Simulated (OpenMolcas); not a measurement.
**F4+: effect of the basis set**

```yaml
Program: OpenMolcas 26.06
Method: RASSCF
Active_space: 3 electrons in 9 orbitals (RAS2 2s 2p; RAS3 3d, at most 2 electrons)
State_averaging: 2S+1 = 4 odd, 1 root; 2S+1 = 2 odd, 11 roots (8 in the spin-orbit step); 2S+1 = 4 even, 3 roots; 2S+1 = 2 even, 9 roots
Spin-orbit_coupling: RASSI with atomic mean-field integrals over the reference wave functions, term energies averaged over their components
```

A. ANO-RCC-VTZP [4s3p2d1f], DKH2, point nucleus; cost about 15 core-seconds
B. ANO-R2 [4s4p2d1f], X2C, finite nucleus; cost of the order of 17 core-seconds
C. ANO-RCC-VQZP [5s4p3d2f1g], DKH2, point nucleus; cost of the order of 17 core-seconds
D. ANO-RCC [8s7p4d3f2g], DKH2, point nucleus; cost roughly 17 core-seconds

Energies in eV above 2s² 2p ²P°_1/2, the measured ground level; measured values from Moore, Atomic Energy Levels, vol. I, NSRDS-NBS 35 (1971 reprint of NBS Circular 467, 1949).

| Level | A | B | C | D | Measured |
| --- | --- | --- | --- | --- | --- |
| 2s² 2p ²P°_1/2 | 0.0000 | 0.0000 | 0.0000 | 0.0000 | 0.0000 |
| 2s² 2p ²P°_3/2 | 0.0868 | 0.0841 | 0.0849 | 0.0857 | 0.0925 |
| 2s 2p² ⁴P_1/2 | 10.4040 | 10.3739 | 10.3860 | 10.3756 |  |
| 2s 2p² ⁴P_3/2 | 10.4354 | 10.4039 | 10.4166 | 10.4062 |  |
| 2s 2p² ⁴P_5/2 | 10.4871 | 10.4535 | 10.4670 | 10.4565 |  |
| 2s 2p² ²D_3/2 | 19.2383 | 19.2514 | 19.2525 | 19.2461 | 18.9569 |
| 2s 2p² ²D_5/2 | 19.2388 | 19.2519 | 19.2530 | 19.2467 | 18.9542 |
| 2s 2p² ²S_1/2 | 25.2151 | 25.2307 | 25.2372 | 25.2253 | 24.4949 |
| 2s 2p² ²P_1/2 | 27.0714 | 27.1302 | 27.1328 | 27.1201 | 26.6418 |
| 2s 2p² ²P_3/2 | 27.1310 | 27.1884 | 27.1915 | 27.1794 | 26.6997 |
| 2p³ ⁴S°_3/2 | 34.2964 | 34.2740 | 34.3018 | 34.2906 |  |

Deviations, from unrounded energies. A percentage is the sum of absolute deviations over the sum of measured energies, with the sign that they share, or ± where signs differ.

| Against measurement | Levels | A | B | C | D |
| --- | --- | --- | --- | --- | --- |
| mean absolute deviation (cm-1) | 6 | 2900 | 3100 | 3100 | 3100 |
| fine structure of the ground term (%) | 1 | -6.1 | -9.1 | -8.2 | -7.4 |
| other configurations (%) | 5 | +1.9 | +2.0 | +2.0 | +2.0 |

A lies closest to measurement on these levels and C furthest from it. The largest miss of A in the table is 2s 2p² ²S_1/2, by +5800 cm-1. The ranking rests on the paired levels alone, and a cruder setting can come out closer through cancelling errors.

Among A to D the level of the table that moves most is 2s 2p² ²P_1/2, by 500 cm-1 (lowest in A, highest in C).

Active for correlation alone: 3d; no level in the range computed is led by a configuration that fills it, so any true level of that kind is missing. Computed and measured levels are paired by configuration, term and J; levels that our copy of the source lacks, or whose pairing is in doubt (as where it misses far off the trend of its configuration), stay unpaired and out of the deviations. Only configurations of the active space appear. Levels that lie high or do not pair safely by name in every column are left out.

° marks odd parity.
